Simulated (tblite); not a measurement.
C6H10O2SSi.
Structure used (GFN2-xTB), in Å, numbered top down from 1:
```
atom  x, y, z in Å
C1     2.519    0.054    1.104
S2     2.585   -0.557   -0.612
C3     0.928   -0.645   -0.995
C4     0.244   -0.952   -2.133
C5    -1.028   -0.564   -1.561
O6    -2.153   -0.349   -1.928
C7    -0.333   -0.316   -0.190
C8    -0.714   -1.322    0.887
O9    -0.398    0.984    0.291
Si10  -1.620    2.057    0.131
H11    3.482    0.509    1.309
H12    2.351   -0.782    1.776
H13    1.724    0.788    1.182
H14    0.546   -1.305   -3.100
H15   -1.780   -1.231    1.082
H16   -0.175   -1.116    1.810
H17   -0.498   -2.334    0.554
H18   -1.030    3.094    0.970
H19   -2.863    1.517    0.674
H20   -1.791    2.482   -1.254
```

Computed values, GFN2-xTB/tblite, gas phase, harmonic and unscaled. This tight-binding method is rough: wavenumbers can miss measured ones by several per cent, in bad cases by 10 to 20. Modes of hydrogen on silicon can be 10 to 20 % off. One conformer, not necessarily the lowest.

Harmonic wavenumbers (cm⁻¹): 40.8, 70.5, 83.3, 103.8, 142.0, 152.7, 163.8, 172.4, 191.7, 229.2, 264.7, 294.4, 396.4, 476.9, 520.9, 564.6, 605.8, 619.6, 700.0, 710.6, 725.7, 757.3, 793.6, 797.2, 808.1, 826.1, 861.7, 946.4, 956.2, 1012.6, 1021.7, 1038.9, 1115.2, 1160.2, 1181.2, 1237.7, 1313.0, 1388.3, 1434.8, 1443.1, 1469.0, 1483.6, 1530.5, 1839.3, 2274.6, 2294.8, 2308.2, 3026.6, 3036.4, 3038.6, 3039.3, 3056.6, 3067.3, 3144.9.

A = 1431, B = 772.5, C = 619.8 MHz; mass 174.017 u (most abundant isotopes); point group C1, symmetry number 1.

What is the zero-point energy?

Half the sum of the wavenumbers: 30966 cm⁻¹ = 88.54 kcal/mol.

Entropy at 298.15 K, 1 bar (ideal gas, RRHO, classical rotation)?

Translation 41.40, rotation 30.53, vibration 40.61: S = 112.5 cal/(mol K).

And Cp and H(298.15 K) − H(0)?

Cp = 47.33 cal/(mol K), of which vibrations give 39.38 (their classical limit is 54 R = 107.3); H(298.15 K) − H(0) = 8.64 kcal/mol without the zero-point energy, 6.27 from vibrations.

What must be added to the electronic energy to get the Gibbs energy at 298.15 K and 1 bar?

ZPE + [H(298.15 K) − H(0)] − T·S = 88.54 + 8.64 − 33.55 = 63.63 kcal/mol.

Blend soft modes into free rotors: weight 1/[1 + (100 cm⁻¹/ν̃)⁴] for the oscillator and the rest for a rotor with moment μB/(μ + B), μ = h/(8π²ν), B = 10⁻⁴⁴ kg m². What vibrational entropy results?

37.55 cal/(mol K) in place of 40.61, which changes −T·S at 298.15 K by +0.91 kcal/mol.

How do the functions run with temperature in this model?

```
 T (K)  S (cal/(mol K))  Cp (cal/(mol K))  H − H(0) (kcal/mol)  G − H(0) (kcal/mol)  ln q(vib)
    50             62.1              15.7                 0.54                -2.56       0.71
   100             75.7              24.0                 1.55                -6.02       2.47
373.15            124.0              55.3                12.50               -33.79      12.47
   500            141.8              66.4                20.25               -50.67      16.74
   750            171.8              81.4                38.87               -90.01      24.51
  1000            196.6              90.8                60.48              -136.16      31.48
```

q(vib) and H(0) count from the zero-point level.

Which modes carry the vibrational entropy at 298.15 K?

40.8 cm⁻¹: 5.22; 70.5 cm⁻¹: 4.14; 83.3 cm⁻¹: 3.81; 103.8 cm⁻¹: 3.38; 142.0 cm⁻¹: 2.78; 152.7 cm⁻¹: 2.64 cal/(mol K); the other 48 give 18.64 together.

Hindered rotation and anharmonicity are outside this model. Other conformers, if any are populated, would add a mixing term that is left out. The structure is chiral; the term R ln 2 for an equal mix with its mirror image is left out.

Hardware: Arm Neoverse V1, one thread, shared host. Cost: 1.1 s. This covers the Hessian and the dipole derivatives.
